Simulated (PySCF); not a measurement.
A calculated (UHF, PySCF 2.14, pcseg-2, the non-relativistic Hamiltonian (point nucleus)) atom or ion has these occupied shells.

```tsv
shell	electrons	orbital energy (eV)	rms radius, mean of both spins (bohr)
1s α	1	-8944.1	0.0613
1s β	1	-8944.0	0.0613
2s β	1	-1108.7	0.258
2s α	1	-1108.6	0.258
2p β	3	-967.21	0.230
2p α	3	-967.14	0.230
3s α	1	-136.08	0.778
3s β	1	-136.05	0.778
3p β	3	-90.270	0.825
3p α	3	-90.128	0.825
3d β	5	-13.227	1.15
3d α	5	-13.118	1.15
4s α	1	-6.502	3.48
```

Task: Name the element and its charge.

Result: Cu (copper, neutral), in [Ar] 3d10 4s1, 2S determinant.
